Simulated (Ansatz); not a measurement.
Coupled-cluster diagnostics for Al(phosphinine)H3 (C5H8AlP), Ansatz.

Geometry of the singlet (PBE-D4/def2-SVP):

```
atom   x (Å)   y (Å)   z (Å)
 Al1   0.314  -0.186  -3.231
  P2   0.072  -0.074  -0.739
  C3   1.275   0.386   0.425
  C4   1.018   0.451   1.800
  C5  -0.231   0.155   2.373
  C6  -1.351  -0.241   1.619
  C7  -1.339  -0.377   0.226
  H8   2.281   0.627   0.044
  H9   1.840   0.750   2.470
 H10  -0.338   0.234   3.466
 H11  -2.290  -0.456   2.156
 H12  -2.254  -0.695  -0.300
 H13  -0.735  -1.386  -3.475
 H14   1.895  -0.501  -3.237
 H15  -0.158   1.313  -3.595
```

Correlated methods freeze 15 core orbitals.

(1) Estimate the CCSD(T) correlation energy, the shares of MP2 and (T), T1 and the reference's ⟨S²⟩ for: charge 0, singlet, own geometry in def2-SVP; charge 1, doublet, vertical in def2-SVP; and the rough time on 4 threads of Intel Xeon on a shared host.

Answers

(1) 
| state | basis | correlation (eV) | MP2 share (%) | (T) share (%) | T1 | ⟨S²⟩ (pure) | wall time | remarks |
| --- | --- | --- | --- | --- | --- | --- | --- | --- |
| charge 0, singlet, own geometry | def2-SVP | -25.933 | 89.3 | 4.3 | 0.012 | 0.00 (0.00) | 35 s | restricted SCF unstable |
| charge 1, doublet, vertical | def2-SVP | -25.081 | 86.3 | 4.5 | 0.053 | 0.95 (0.75) | 2.8 min | large T1, spin-contaminated |
Customary marks for T1 are 0.02 (closed shells), 0.045 (open shells) and about 0.05 (3d metals). T1 exceeds 0.02 in 1 of 2 rows and 0.045 in 1; the higher it lies, the less the single-reference result can be trusted.
